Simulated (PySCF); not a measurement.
Working out the ionisation energy of Tc⁺

Tc⁺ [Kr] 4d5 5s1 (7S) → Tc²⁺ [Kr] 4d5 (6S). Computed with PySCF 2.14 in aug-cc-pVDZ-PP with ECP28MDF, with scalar relativity through the core potential. Frozen: 4s2 4p6. Energies in hartree (1 hartree = 27.21139 eV):

```csv
part,Tc⁺ (lower),Tc²⁺ (upper)
UHF,-79.642316,-79.119916
CCSD correlation,-0.069828,-0.049009
(T),-0.000686,-0.000265
```

What does Hartree-Fock give?

(-79.119916) − (-79.642316) = 0.522400 hartree = 14.215 eV.

What do CCSD and CCSD(T) give?

The CCSD correlation energies differ by 0.020819 hartree = 0.567 eV and the triples by 0.000421 hartree = 0.011 eV, so CCSD gives 14.782 eV and CCSD(T) 14.793 eV.

Reference: 15.26 eV (semi-empirical (NIST evaluation); NIST Atomic Spectra Database, ionization energies).

A double-zeta basis recovers only part of the correlation energy.

What remains against the reference includes basis incompleteness, the frozen core and higher excitations.
